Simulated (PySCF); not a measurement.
(3E)-2,4-difluoropenta-1,3-diene (C5H6F2), SMILES C=C(F)/C=C(\C)F.

Geometry: r2SCAN-D4/def2-SVP. One conformer was computed; it need not be the lowest.

Level of theory: SMD-PBE0/def2-SVP (PySCF).

Solvation free energies are E(SMD) − E(gas) at the gas-phase geometry, for 1 M in both phases. In vacuum the dipole moment is 0.12 D.

### Question
Rank water, acetone, 1-octanol by solvation free energy, most negative first.

### Answer
acetone (-3.4 kcal/mol), 1-octanol (-2.1 kcal/mol), water (1.2 kcal/mol)
